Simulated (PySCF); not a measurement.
# A small calculation by hand: dipole moment from atomic charges

Sn(H)2(Br)(vinyl) (C2H5BrSn), SMILES [SnH2]([CH]=C)[Br]. Atoms are numbered in the order given.

```xyz
9

Sn     0.1681     0.1570    -0.7478
Br    -1.3981    -0.2801     1.1721
C      2.1006     0.5403     0.0697
C      3.1349    -0.2785    -0.1613
H      0.2117    -1.2730    -1.6885
H     -0.5090     1.4919    -1.5772
H      2.2389     1.4295     0.6984
H      4.1303    -0.0814     0.2580
H      3.0450    -1.1841    -0.7744
```

Geometry: r2SCAN-D4/def2-SVP. The structure was generated by enumeration; whether it is a known compound was not checked. The def2 effective core potentials stand for the cores of Sn; spin–orbit coupling is left out. One conformer was computed; it need not be the lowest.

Charges (e) from ωB97X/def2-TZVP run with PySCF:

| atom | ESP fit | Mulliken |
|---|---|---|
| Sn1 | 0.323 | 0.701 |
| Br2 | -0.237 | -0.368 |
| C3 | -0.167 | -0.397 |
| C4 | -0.387 | -0.263 |
| H5 | -0.032 | -0.049 |
| H6 | -0.032 | -0.046 |
| H7 | 0.155 | 0.148 |
| H8 | 0.180 | 0.138 |
| H9 | 0.196 | 0.136 |

The dipole moment of the full density is 3.01 D.

Problem. What dipole moment does each set of point charges give, and which comes closer to that of the density?

Solution. 
μ = Σ q r, and 1 e Å = 4.8032 D.
ESP fit: Σ q r = (0.518, 0.102, -0.361) e Å, |μ| = 3.07 D.
Mulliken: Σ q r = (0.302, 0.105, -0.752) e Å, |μ| = 3.92 D.
ESP fit comes closer in size. Point charges leave out the atoms' own dipoles (lone pairs, polarised bonds); fits to the potential absorb them, partitions of the density don't.
